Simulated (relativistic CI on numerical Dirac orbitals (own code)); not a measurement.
Computed by Dirac-Coulomb-Breit CI, orbitals from a KLI potential per configuration, a model potential for QED, unscaled Slater integrals (own radial code, finite nucleus).

CI space (outside the closed core 1s2): 2s2.2p4, 2s.2p5, 2p6, 2p5.3s, 2p5.3p, 2p5.3d, 2s2.2p3.3s, 2s2.2p3.3p, 2s2.2p3.3d, 2s.2p4.3s, 2s.2p4.3p, 2s.2p4.3d, 2s2.2p3.4s, 2s2.2p3.4p, 2s2.2p3.4d, 2s2.2p3.4f, 2s.2p4.4s, 2s2.2p2.3s2, 2s.2p4.4p, 2s.2p4.4d, 2s2.2p2.3s.3p, 2s.2p4.4f, 2s2.2p3.5s, 2s2.2p3.5p, 2s2.2p2.3s.3d, 2s2.2p2.3p2, 2s2.2p3.5d, 2s2.2p3.5f, 2s2.2p3.5g, 2s2.2p2.3p.3d, 2s.2p3.3s2, 2s2.2p2.3d2, 2s.2p3.3s.3p, 2s.2p3.3s.3d, 2s.2p3.3p2, 2s.2p4.5s. Levels of other configurations are missing.

At this charge energies of transitions that change n are usually good to better than 1 %, and those within a shell (Δn = 0) to a few per cent.

Outline of the computed level scheme of Dy LIX. Lowest level of each configuration: 2s2.2p4 3P_2 at 0.00 eV; 2s.2p5 3P°_2 at 1172.78 eV; 2p6 1S_0 at 2453.80 eV; 2s2.2p3.3s 3P°_2 at 6822.71 eV; 2s2.2p3.3p 3P_1 at 6925.39 eV; 2s2.2p3.3d 3D°_2 at 7267.10 eV; 2s.2p4.3s 5P_3 at 7922.97 eV.

Some strong electric-dipole decays among the lowest 45 levels: 2s2.2p3.3d 3D°_3 → 2s2.2p4 3P_2 (1.4e+15 s⁻¹); 2s2.2p3.3d 3D°_1 → 2s2.2p4 1S_0 (8.7e+14 s⁻¹); 2s2.2p3.3d 3D°_2 → 2s2.2p4 3P_2 (6.4e+14 s⁻¹); 2s2.2p3.3d 3D°_1 → 2s2.2p4 3P_2 (1.7e+14 s⁻¹); 2s2.2p3.3s 1D°_2 → 2s2.2p4 1D_2 (1.2e+14 s⁻¹); 2s2.2p3.3s 3S°_1 → 2s2.2p4 3P_1 (1.1e+14 s⁻¹); 2s2.2p3.3s 1P°_1 → 2s2.2p4 3P_2 (1.1e+14 s⁻¹); 2s.2p4.3s 3P_2 → 2s.2p5 3P°_2 (1.0e+14 s⁻¹).

LS names give the leading component of a level, which can be under half, so a name can repeat, a term be missing and a line seem to break the LS rules.
